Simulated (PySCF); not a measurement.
# A small calculation by hand: oscillator strength and radiative lifetime

C2H6ClNSi, SMILES C=C[SiH](N)Cl.

Geometry: PBE0-D3(BJ)/def2-SVP. Other conformers were not sampled.

TDA-PBE/def2-SVPD in PySCF 2.14.0 puts the first singlet state with f over 0.02 at 6.55 eV (vertical), with the transition dipole (-0.052, -0.431, 0.267) in atomic units.

Find the oscillator strength, the wavelength and the radiative lifetime that this transition would have in vacuum if emission retraced absorption.


|μ|² = 0.2598 au, so |μ| = 1.30 D. ΔE = 6.55/27.211 = 0.2407 hartree. f = (2/3) ΔE |μ|² = 0.042 (the program prints 0.042).
λ = 1239.84/6.55 = 189 nm; ν = 52829 cm⁻¹.
Einstein's coefficient A = 0.6670 ν² f s⁻¹ (ν in cm⁻¹) = 7.8e7 s⁻¹, so τ = 1/A = 13 ns. This state is S5; the lower singlets have f = 0.005, 0.004, 0.002, 0.007. The figure is the radiative limit of this one transition; relaxation, internal conversion, crossing to triplets and a medium change what is measured.
